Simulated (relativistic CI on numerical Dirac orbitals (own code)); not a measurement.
# How well does a small relativistic CI reproduce Ta⁺?

Computed by Dirac-Coulomb-Breit CI, KLI orbitals optimised for each configuration, model QED, valence Slater integrals scaled by 0.85, P86 correlation energy added to each configuration (own radial code, finite nucleus).

Configuration list (outside the closed core [Xe] 4f14): 5d³6s, 5d²6s², 5d⁴, 5d³6p, 5d6s²6p, 5d²6s6p, 5d6s6p², 5d³6d, 5d²6s5f, 5d³6f, 5d²6p², 5d²6s5g, 5d³7s, 5d²6s7p, 5d²6s7s, 5d6s²6d, 5d²6s6d, 5d³7p, 5d²6s8s, 5d6s²5f, 5d²6s7d, 5d²6s8p, 5d6s6d², 5d6s²7s, 5d³5f, 5d6s5g6p, 5d6s6p6f, 5d²6s6f, 5d³8s, 5d6s²6f, 5d6s²5g, 5d²6s9s, 5d²6p6d, 5d6s6d7s, 5d³7d, 5d²6s8d. Levels of other configurations are missing.

```tsv
Configuration	Term (tabulated)	J	Measured (cm⁻¹)	Computed	Error	Purity (%)
5d³6s	5F	1	0.0	0	0	95
5d³6s	5F	2	1031.4	843	-189	95
5d³6s	5F	3	2642.3	2104	-539	97
5d²6s²	3F	2	3180.0	4465	1285	68
5d³6s	5F	4	4415.8	3592	-824	97
5d³6s	5F	5	6186.8	5177	-1010	93
5d²6s²	3F	3	6831.3	7517	686	77
5d²6s²	3F	4	9746.3	10051	305	62
```

Measured levels from NIST Handbook of Basic Atomic Spectroscopic Data (Sansonetti and Martin, J. Phys. Chem. Ref. Data 34, 1559 (2005)); pairs were made by configuration, J and term (by order where the table uses no LS term), so strongly mixed levels may be paired wrongly.

Mean error by configuration (cm⁻¹): 5d³6s -640; 5d²6s² 758. Over the excited levels the mean absolute error is 691 cm⁻¹ (7 of the 18 excited levels that our extract of the source holds in range could be paired, and the others can miss by more), and the median relative error of those above 1,000 cm⁻¹ is 18 %. Some levels of the ground configuration have no partner.
